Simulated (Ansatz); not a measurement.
`NBBF` + CH₃NH₂ → `CNBF` + `BN` at 400 K and 1 bar (cleavage of the B–B bond).

Computed with Ansatz on PBE0-D4/def2-TZVP structures; ΔE is electronic, products minus reactants. CBS: MP2 limit from def2 TZ/QZ plus the TZ coupled-cluster correction, frozen cores. This one scheme is used for every species. One conformer a species, not always the lowest.

| species | CCSD(T)/CBS energy (Eh) | H − E (kJ/mol) | S (J/(mol·K)) |
| --- | --- | --- | --- |
| `NBBF` | -206.56125 | 170.3 | 331.0 |
| CH₃NH₂ | -95.75281 | 185.4 | 256.0 |
| `CNBF` | -220.44549 | 210.7 | 315.1 |
| `BN` | -81.93499 | 142.5 | 243.5 |

H − E and S are ideal-gas, rigid-rotor, harmonic terms from PBE0-D4/def2-TZVP, for one conformer and one mirror image of each species. 1 Eh = 2625.50 kJ/mol, R = 8.31446 J/(mol·K).

Task: By hand: ΔE, ΔH, ΔS and ΔG.

Result: ΔE = (-220.44549) + (-81.93499) − (-206.56125) − (-95.75281) = -0.06642 Eh = -174.4 kJ/mol. Δ(H − E) = 210.7 + 142.5 − 170.3 − 185.4 = -2.5, so ΔH = -176.9 kJ/mol. ΔS = 315.1 + 243.5 − 331.0 − 256.0 = -28.4 J/(mol·K). ΔG = -176.9 − 400 × (-28.4)/1000 = -165.5 kJ/mol.

Task: By hand: the equilibrium constant, and the temperature at which ΔG would vanish if ΔH and ΔS stayed fixed.

Result: log₁₀ K = −ΔG/(RT ln 10) = 21.6. ΔG = 0 at ΔH/ΔS = 6229 K, far beyond where these terms or the molecules hold.

ΔH outweighs TΔS. A doubt of 5 kJ/mol in ΔE shifts log₁₀ K by 0.7 here. Other conformers and mirror images would add mixing entropy, several J/(mol·K) or more a flexible species. Modes under 60 cm⁻¹, often nearly free rotors, make the harmonic entropy too high. These are equilibria of isolated gas molecules and say nothing of rates. Largest T1 diagnostic: 0.015 (customary marks: 0.02 for closed shells, 0.045 for open ones).
